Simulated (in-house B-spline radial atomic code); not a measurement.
Successive ionisation energies of ytterbium; each step leads to the configuration of the next row (after the last: [Ar] 3d10 4s2 4p1). NIST's values go from ground level to ground level; the uncertainty of those that are theory runs from under 0.1 % in few-electron ions to several per cent in heavy many-electron ones. Computed with an all-electron radial atomic-structure program (B-spline basis): non-relativistic Hartree-Fock, average of the configuration, point nuclei.

This level leaves out relativity, spin-orbit splitting included, which matters for heavy ions.

| ion | configuration | ionisation energy (eV) | tabulated value (eV) | tabulated kind | computed minus tabulated (eV) | highest orbital | largest mean radius (bohr) |
| --- | --- | --- | --- | --- | --- | --- | --- |
| Yb19+ | [Kr] 4d10 4f5 | 492.4 | 505 | tabulated theory | -12.6 | 4f | 0.52481 |
| Yb20+ | [Kr] 4d10 4f4 | 534.1 | 540 | tabulated theory | -5.9 | 4f | 0.51624 |
| Yb21+ | [Kr] 4d10 4f3 | 577.0 | 580 | tabulated theory | -3.0 | 4f | 0.51132 |
| Yb22+ | [Kr] 4d10 4f2 | 621.1 | 610 | tabulated theory | 11.1 | 4f | 0.50642 |
| Yb23+ | [Kr] 4d10 4f1 | 666.3 | 651 | tabulated theory | 15.3 | 4f | 0.50154 |
| Yb24+ | [Kr] 4d10 | 889.7 | 882 | tabulated theory | 7.7 | 4d | 0.49671 |
| Yb25+ | [Kr] 4d9 | ? | ? | tabulated theory | ? | ? | ? |
| Yb26+ | [Kr] 4d8 | 980.2 | 971 | tabulated theory | 9.2 | 4d | 0.489 |
| Yb27+ | [Kr] 4d7 | 1026.4 | 1019 | tabulated theory | 7.4 | 4d | 0.48589 |
| Yb28+ | [Kr] 4d6 | 1073.2 | 1065 | tabulated theory | 8.2 | 4d | 0.48281 |
| Yb29+ | [Kr] 4d5 | 1120.6 | 1114 | tabulated theory | 6.6 | 4d | 0.47977 |
| Yb30+ | [Kr] 4d4 | 1168.7 | 1175 | tabulated theory | -6.3 | 4d | 0.47676 |
| Yb31+ | [Kr] 4d3 | 1217.4 | 1224 | tabulated theory | -6.6 | 4d | 0.47379 |
| Yb32+ | [Kr] 4d2 | ? | ? | tabulated theory | ? | ? | ? |
| Yb33+ | [Kr] 4d1 | 1316.6 | 1324 | tabulated theory | -7.4 | 4d | 0.46839 |
| Yb34+ | [Ar] 3d10 4s2 4p6 | 1503.4 | 1516 | tabulated theory | -12.6 | 4p | 0.46581 |
| Yb35+ | [Ar] 3d10 4s2 4p5 | 1552.6 | 1564 | tabulated theory | -11.4 | 4p | 0.46351 |
| Yb36+ | [Ar] 3d10 4s2 4p4 | 1602.3 | 1618 | tabulated theory | -15.7 | 4p | 0.46125 |
| Yb37+ | [Ar] 3d10 4s2 4p3 | ? | ? | tabulated theory | ? | ? | ? |
| Yb38+ | [Ar] 3d10 4s2 4p2 | 1703.1 | 1789 | tabulated theory | -85.9 | 4p | 0.45679 |

Problem. Fill in the row of Yb25+.

Solution. ionisation energy (eV): 934.6; tabulated value (eV): 924; computed minus tabulated (eV): 10.6; highest orbital: 4d; largest mean radius (bohr): 0.49214.

Problem. Fill in the row of Yb32+.

Solution. ionisation energy (eV): 1266.7; tabulated value (eV): 1275; computed minus tabulated (eV): -8.3; highest orbital: 4d; largest mean radius (bohr): 0.471.

Problem. Fill in the row of Yb37+.

Solution. ionisation energy (eV): 1652.5; tabulated value (eV): 1668; computed minus tabulated (eV): -15.5; highest orbital: 4p; largest mean radius (bohr): 0.45901.
